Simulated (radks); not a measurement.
The numbers below are computed, except where a source is named.
Excited configurations of In2+: one electron is placed in a higher orbital outside [Kr] 4d10. The ground configuration is [Kr] 4d10 5s1. Level of theory: Dirac Kohn-Sham, PBE, spin-unpolarised, spherical densities, point nucleus; open shells are shared between the two j in proportion to 2j + 1 (a radial shooting solver on a logarithmic mesh with Libxc functionals). Excitation = E - E(ground); binding = E(ion) - E, where the ion is the core of charge +3; n* = 3/sqrt(2 binding) in atomic units, and the quantum defect is n - n*.

outer orbital  excitation (eV)  binding (eV)     n*  quantum defect
4f                      20.315         8.004  3.911           0.089
5p                       7.507        20.813  2.426           2.574
5d                      16.144        12.176  3.171           1.829
5f                      22.895         5.425  4.751           0.249
6s                      15.643        12.677  3.108           2.892
6p                      17.930        10.390  3.433           2.567
6f                      24.475         3.845  5.643           0.357
7d                      23.559         4.761  5.071           1.929

The Delta-SCF ionisation energy is 28.320 eV (NIST Atomic Spectra Database: 28.044 eV, measured). Self-interaction in the functional shifts the binding energies and quantum defects, so they are the method's values and not measured ones. Spin polarisation and multiplet splitting are left out, so open shells lie too high by an amount that depends on their filling.

Beside tabulated values, note that spin-unpolarised runs miss the spin-polarisation part of the exchange energy of open shells.
